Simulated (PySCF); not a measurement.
CH4N2S, SMILES NC(N)=S. Atoms are numbered in the order given.

```xyz
8

N     -0.0578    -1.1562    -1.0536
C      0.0000     0.0000    -0.3161
N      0.0578     1.1562    -1.0536
S      0.0000     0.0000     1.3557
H      0.3054    -1.1706    -2.0095
H      0.0546    -2.0135    -0.5129
H     -0.3054     1.1706    -2.0095
H     -0.0546     2.0135    -0.5129
```

Geometry optimised at PBE-D3(BJ)/def2-SVP. The values are those of a single conformer.

Two levels are set side by side: PBE/pcSseg-1 (PySCF) and HF/pcSseg-1 (PySCF). GIAO shifts against H2S (³³S), NH3 (¹⁵N), TMS (¹H), TMS (¹³C) at the same level; non-relativistic, no solvent, atoms listed together averaged. Differences are taken from unrounded values.

```
quantity                   HF
----------------------  -----
δ(¹⁵N) of N1, N3 (ppm)  113.3
δ(¹³C) of C2 (ppm)      220.8
δ(³³S) of S4 (ppm)      301.9
```

What does PBE give, and how far is it from HF? (Estimate from the structure and the level; the computed values follow.)


```csv
quantity,PBE,PBE minus HF
"δ(¹⁵N) of N1, N3 (ppm)",124.9,11.6
δ(¹³C) of C2 (ppm),187.7,-33.2
δ(³³S) of S4 (ppm),374.1,72.1
```

Rough cost on one machine, each run with all the roots and properties that it gave: HF against PBE within a factor of 2.
